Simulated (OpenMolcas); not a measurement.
A run on Pd2+ among 6 point charges of -1.1 e arranged as a tetragonal octahedron (D4h), 1.92 Å from the ion, with the axial distance 1.747 Å.

```yaml
Program: OpenMolcas
Method: "SS-CASPT2, IPEA 0.25 Eh, imaginary shift 0.1 Eh (closed shells correlated: 4s 4p)"
Basis: ANO-RCC-VDZP [6s5p3d1f]
Scalar_Hamiltonian: DKH2, point nucleus
Active_space: 8 electrons in 5 orbitals (4d)
State_averaging: 2S+1 = 3 even, 10 roots; 2S+1 = 1 even, 15 roots
Spin-orbit_coupling: RASSI with atomic mean-field integrals over the reference wave functions
```

First CASPT2 step and the start of its output:

```
&CASPT2
Multistate=10 1 2 3 4 5 6 7 8 9 10
NoMult
Frozen=8 6
IPEA=0.25
Imaginary=0.1
MaxIter=60
WThr=0.0 0.3 0.05
PrWF=0.5
NoMix
```

```
--- CASPT2 ---
Orbital specifications:
      -----------------------

      Symmetry species                           1   2
                                                ag  au
      Frozen orbitals                            8   6
      Inactive orbitals                          1   3
      Active orbitals                            5   0
      Secondary orbitals                         7  13
      Deleted orbitals                           0   0
      Number of basis functions                 21  22
Type of calculation                        SS-CASPT2
      Fock operator                              state-specific
      IPEA shift                                 0.25
      Real shift                                 0.00
      Imaginary shift                            0.10
      The input orbitals will be transformed to quasi-canonical
Reference energy:       -5044.8467338825
      E2 (Non-variational):      -0.3530430959
      Shift correction:          -0.0022081819
      E2 (Variational):          -0.3552512778
      Total energy:           -5045.2019851602
      Residual norm:              0.0000002786
      Reference weight:           0.91835
      Contributions to the CASPT2 correlation energy
      Active & Virtual Only:         -0.1801978509
      One Inactive Excited:          -0.1251224296
      Two Inactive Excited:          -0.0477228154
Reference energy:       -5044.8178780242
      E2 (Non-variational):      -0.3998778435
      Shift correction:          -0.0037575407
      E2 (Variational):          -0.4036353842
      Total energy:           -5045.2215134084
      Residual norm:              0.0000002067
      Reference weight:           0.83651
      Contributions to the CASPT2 correlation energy
      Active & Virtual Only:         -0.2188179169
...
```

Over all roots the printed reference weights run from 0.55 to 0.92, and roots that are degenerate in the reference spread by up to 0.46 cm-1.

Question: Did the run give usable levels, and if not, why?

Answer: No. The equations converged, but the reference weight falls to 0.55 for at least one root against 0.92 for the best. A drop of that size marks an intruder state, so the energies of such roots and the levels built on them can't be trusted.
